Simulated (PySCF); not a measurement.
Spinor energies of As (arsenic, neutral)

Start: [Ar] 3d10 4s1 4p3 4d1; 4s1/2 filled at m_j = +1/2; 4p3/2 filled at m_j = -1/2, +1/2, +3/2; 4d5/2 filled at m_j = +5/2. Calculated with PySCF 2.14 in x2c-TZVPall-2c with one added diffuse shell each of s, p, d type (7s8p5d1f, 63 functions): generalised Hartree-Fock with the X2C-1e Hamiltonian and a Gaussian nucleus; one run each with spin-orbit coupling (SO) switched off, then screened by Boettger's factors. This is a chosen level, not necessarily the ground level.

```tsv
spinor shell	electrons	ε, spin-free (eV)	ε, screened SO (eV)	weight of nominal j (screened SO)	rms radius, screened SO (bohr)
1s1/2	2	-11949.8	-11949.5	1.000	0.0524
2s1/2	2	-1577.2	-1577.2	1.000	0.219
2p1/2	2	-1378.8	-1403.8	1.000	0.194
2p3/2	4	-1378.8	-1366.7	1.000	0.197
3s1/2	2	-230.11	-230.10	1.000	0.639
3p1/2	2	-166.58	-170.26	0.993	0.659
3p3/2	4	-166.58	-164.80	0.997	0.670
3d3/2	4	-61.365	-61.880	0.915	0.749
3d5/2	6	-61.365	-61.014	0.943	0.746
4s1/2	1	-27.637	-27.635	1.000	2.05
4p3/2	3	-14.154	-14.161	0.652	2.50
4d5/2	1	-1.354	-1.356	1.000	4.78
```

| quantity | spin-free | screened SO |
| --- | --- | --- |
| E (hartree) | -2258.48250 | -2258.57768 |
| M_J | 9/2 | 9/2 |
| ⟨J²⟩ | 24.755 | 24.756 |
| ⟨L²⟩ | 6.003 | 6.014 |
| ⟨S²⟩ | 8.752 | 8.748 |

Each row is a mean over spinors that exchange with the open shell spreads, by up to 1.160 eV (3s1/2).

Rows whose weight is well below 1 are mixtures of j = l ± 1/2: exchange outweighs spin-orbit coupling there, and the label is only the starting occupation.

Without spin-orbit coupling the j labels of p, d and f shells carry no meaning; the spin-free column gives the mean over the occupied spinors of each nl shell.
